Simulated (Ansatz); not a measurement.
Computed with Ansatz on PBE0-D4/def2-TZVP structures; ΔE is electronic, products minus reactants. CBS: MP2 limit from def2 TZ/QZ plus the TZ coupled-cluster correction, frozen cores. This one scheme is used for every species, atoms too. For atomizations the MP2-based limit and the directly extrapolated one differ by several kJ/mol either way, and by 10 to 25 for some Ge, Se and Sn compounds, so smaller differences from it don't rank the levels. Open shells (•) are unrestricted, without spin–orbit coupling. Spin–orbit coupling would lower the free atoms: a little for C, Cl; clearly for Ga. For Ga outer-core shells are correlated without core-valence functions, so the limit isn't a true one: a few kJ/mol of doubt a bond, and 10 to 20 or more in all where bonds break to atoms. Scalar relativity is left out up to krypton. Each species was taken in one conformer, which may not be the lowest.

`C[NH][Ga]([NH2])[Cl]` → C• + Cl• + Ga• + 6 H• + 2 N•  (atomization)

| species | CCSD(T)/CBS(def2) energy (Eh) |
| --- | --- |
| `C[NH][Ga]([NH2])[Cl]` | -2534.88493 |
| C• | -37.79194 |
| Cl• | -459.70966 |
| Ga• | -1923.88713 |
| H• | -0.50000 |
| N• | -54.53257 |

Question: Work out ΔE.

Answer: ΔE = 6 × (-0.50000) + 2 × (-54.53257) + (-37.79194) + (-459.70966) + (-1923.88713) − (-2534.88493) = 1.43106 Eh = +3757.2 kJ/mol.

Largest T1 diagnostic among the species: 0.013.

In def2-TZVPP, CCSD(T) changes the Hartree–Fock value by +1053.7 kJ/mol (the triples alone add +60.5 kJ/mol) and MP2 by +1115.3 kJ/mol; breaking electron pairs costs correlation energy, which Hartree–Fock lacks. At CCSD(T), def2-SVP lies −257.7 kJ/mol from the extrapolated value and def2-TZVPP −109.8 kJ/mol: correlation converges slowly with the basis, and small sets miss more of it in the bonded molecule than in its fragments.
